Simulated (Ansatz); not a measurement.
Geometry optimisation, RKS r2SCAN/def2-SVP (Ansatz).

input.yaml

```yaml
crystal:
  periodic: [false, false, false]
  atoms:
    - { symbol: Ge, position_ang: [0.211776, 0.614883, -0.437102] }
    - { symbol: H, position_ang: [-0.071918, 0.069933, 2.258158] }
    - { symbol: F, position_ang: [1.506738, -0.115448, -1.295784] }
    - { symbol: Cl, position_ang: [-1.239202, 1.425377, -1.759831] }
    - { symbol: F, position_ang: [-0.564319, -0.746404, 0.287403] }
    - { symbol: "N", position_ang: [0.964295, 1.976555, 0.586751] }
    - { symbol: H, position_ang: [1.68493, 1.647624, 1.233056] }
    - { symbol: H, position_ang: [0.263429, 2.522459, 1.087646] }
    - { symbol: H, position_ang: [0.27907, 0.691021, 2.337503] }
basis:
  gaussian: { orbitals: def2-SVP }
hamiltonian:
  xc: r2scan
relax:
  f_tol: 0.03
  max_steps: 50
output:
  orbitals: {}
```

Launched with:

```bash
$ ansatz run input.yaml --threads 4 --pin off --max-ram 5120MiB --backend cpu --events-out ev --progress --plain --runs-dir out
```

Problem. Where does it end, and by what steps?

Solution. It converged. After 9 steps the energy has fallen by 0.383 eV; H9 moved furthest, 1.19 Å.

```tsv
step	energy less start (eV)	largest force component (eV/Å)	accepted
0	0.0000	1.441	yes
1	-0.2267	0.533	yes
2	-0.2992	0.380	yes
3	-0.3414	0.153	yes
4	-0.3599	0.112	yes
5	-0.3718	0.129	yes
6	-0.3774	0.221	yes
7	-0.3803	0.094	yes
8	-0.3821	0.068	yes
9	-0.3825	0.014	yes
```

```xyz
9
Properties=species:S:1:pos:R:3
Ge 0.271 0.707 -0.641
H -0.106 -0.053 2.685
F 1.493 -0.104 -1.536
Cl -1.223 1.466 -1.942
F -0.438 -0.570 0.288
N 1.010 2.024 0.319
H 1.628 1.718 1.068
H 0.351 2.718 0.666
H 0.048 0.181 3.390
```

Whether the end is a true minimum wasn't checked by a vibrational analysis.

The run took 23 s on 4 threads of Arm Neoverse V2, with other jobs on the host, peak memory 0.2 GiB.
